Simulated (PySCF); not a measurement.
Compound: C2H10N2Si.
Atom-mapped SMILES: `[CH3:1][Si:2]([CH3:3])([NH2:4])[NH2:5]` (hydrogens: H6, H7, H8 on C1; H9, H10, H11 on C3; H12, H13 on N4; H14, H15 on N5)

Level of theory: PBE0-D3(BJ)/def2-SVP geometry optimisation, gas phase in PySCF 2.14.0.

Question: Give the optimised bond lengths and angles.

Answer: 
| bond | length (Å) |
| --- | --- |
| C1–Si2, Si2–C3 | 1.881 |
| Si2–N4, Si2–N5 | 1.734 |
| C1–H6 and 5 like bonds | 1.102 |
| N4–H12 and 3 like bonds | 1.013 |

Bonds in one row agree within 0.01 Å and their mean is given. A selection of angles:
| angle | degrees |
| --- | --- |
| Si2–C1–H6 | 111.8 |
| H6–C1–H7 | 107.3 |
| C1–Si2–C3 | 108.7 |
| C1–Si2–N4 | 116.1 |
| C1–Si2–N5 | 105.3 |
| N4–Si2–N5 | 105.4 |
| Si2–N4–H12 | 120.2 |
| H12–N4–H13 | 111.1 |

Si2 (four-coordinate silicon) is distorted tetrahedral (angles from 105.3° to 116.5°). N4 (silicon-bound nitrogen) has angles 120.2°, 119.2° and 111.1°, sum 350.5°, 0.21 Å off the plane of its three neighbours.

Point group: C2 (every atom within 0.08 Å of its image). Whether it is a minimum is left open (no frequencies). The numbers are those of one conformer (C1–Si2–N4–H -82° and 61°, C1–Si2–N5–H 179° and 36°).
